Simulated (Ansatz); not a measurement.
Reaction (cleavage of the Si–Si bond): `FC[SiH]([SiH3])[SiH3]` + `C=C[Si](O)(O)O` → `C=C[Si](O)(O)O[SiH3]` + `FC[SiH2][SiH3]`

Gas-phase electronic energies from Ansatz, PBE0-D4/def2-TZVP geometries. CCSD(T)/CBS is the MP2 limit (def2-TZVPP, def2-QZVPP) plus CCSD(T) − MP2 in def2-TZVPP, frozen cores. One conformer a species, not always the lowest.

`FC[SiH]([SiH3])[SiH3]`:

Z-matrix (Å, degrees):
```
C
Si 1 1.908
F 1 1.391 2 110.0
H 1 1.095 2 111.2 3 119.8
H 1 1.095 2 111.2 3 -119.8
Si 2 2.340 1 110.2 3 -61.5
Si 2 2.340 1 110.2 3 61.4
H 2 1.493 1 106.5 3 180.0
H 6 1.488 2 109.6 1 -174.4
H 6 1.489 2 110.6 1 -54.5
H 6 1.486 2 110.3 1 65.9
H 7 1.486 2 110.3 1 -65.9
H 7 1.488 2 109.6 1 174.5
H 7 1.489 2 110.6 1 54.6
```

`C=C[Si](O)(O)O`:

Z-matrix (Å, degrees):
```
Si
C 1 1.848
O 1 1.643 2 110.5
O 1 1.633 2 105.8 3 -124.0
O 1 1.637 2 114.2 3 118.3
C 2 1.331 1 123.3 3 -13.1
H 2 1.089 1 118.5 3 167.8
H 3 0.958 1 117.2 2 -59.4
H 4 0.959 1 116.9 2 -163.4
H 5 0.958 1 116.9 2 -86.3
H 6 1.086 2 122.3 1 -179.1
H 6 1.087 2 121.6 1 0.6
```

`C=C[Si](O)(O)O[SiH3]`:

Z-matrix (Å, degrees):
```
Si
C 1 1.842
O 1 1.631 2 106.9
O 1 1.637 2 112.2 3 -119.9
O 1 1.636 2 110.5 3 121.3
C 2 1.330 1 122.6 3 122.8
H 2 1.089 1 119.1 3 -57.6
H 3 0.958 1 117.8 2 -166.4
H 4 0.958 1 116.3 2 -101.1
Si 5 1.635 1 144.9 2 -55.3
H 6 1.086 2 122.2 1 179.6
H 6 1.086 2 121.4 1 -1.0
H 10 1.486 5 110.1 1 -86.7
H 10 1.484 5 108.3 1 153.8
H 10 1.487 5 110.6 1 33.9
```

`FC[SiH2][SiH3]`:

```xyz
11

F    -2.097    0.827    0.152
C    -1.039    1.209   -0.666
Si    0.613    0.644    0.089
Si    0.562   -1.651    0.539
H    -1.075    2.297   -0.781
H    -1.191    0.761   -1.653
H     1.678    0.960   -0.905
H     0.883    1.416    1.332
H     1.902   -2.110    0.994
H    -0.436   -1.957    1.597
H     0.199   -2.396   -0.697
```

```tsv
species	HF/def2-TZVPP energy (Eh)
`FC[SiH]([SiH3])[SiH3]`	-1009.41523
`C=C[Si](O)(O)O`	-593.05897
`C=C[Si](O)(O)O[SiH3]`	-883.21404
`FC[SiH2][SiH3]`	-719.30819
```

Work out ΔE.

ΔE = (-883.21404) + (-719.30819) − (-1009.41523) − (-593.05897) = -0.04803 Eh = -126.1 kJ/mol. CCSD(T)/CBS gives -95.8 kJ/mol.

Largest T1 diagnostic among the species: 0.013.

From PBE to PBE0 (25 % exact exchange), in def2-TZVPP and without D4, ΔE moves by −8.4 kJ/mol. In def2-TZVPP, CCSD(T) changes the Hartree–Fock value by +30.5 kJ/mol (the triples alone add +4.5 kJ/mol) and MP2 by +25.1 kJ/mol.
